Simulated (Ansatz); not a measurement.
C2H8O2Si can be A, `CC(O)[SiH2]O`, or B, `OCOC[SiH3]`.

Gas-phase electronic energies from Ansatz, PBE0-D4/def2-TZVP geometries. CCSD(T)/CBS adds triple-zeta CCSD(T) − MP2 to the extrapolated MP2 energy (def2 sets, frozen cores). Functionals use def2-TZVPP. B3LYP here is the variant with VWN-RPA as its local correlation; programs differ in this. One conformer a species, not always the lowest.

Task: Which is lower in electronic energy at CCSD(T)/CBS, and by how much? (Estimate.)

Result: The calculation gave: A, by 193.2 kJ/mol.

Task: Give E(B) − E(A) in kJ/mol with B3LYP-D4, B2PLYP, PBE-D4, PBE0-D4, r2SCAN-D4, CCSD(T)/def2-TZVPP, CCSD/def2-TZVPP. (Estimate.)

Result: Computed: B3LYP-D4 181.6, B2PLYP 186.3, PBE-D4 174.5, PBE0-D4 180.4, r2SCAN-D4 185.9, CCSD(T)/def2-TZVPP 186.3, CCSD/def2-TZVPP 187.2. None reverses the order clearly.

Largest T1 diagnostic: 0.012.

In def2-TZVPP, CCSD(T) changes the Hartree–Fock value by +5.3 kJ/mol (the triples alone add −1.0 kJ/mol) and MP2 by +17.9 kJ/mol. From PBE to PBE0 (25 % exact exchange), in def2-TZVPP and without D4, E(B) − E(A) moves by +6.1 kJ/mol.
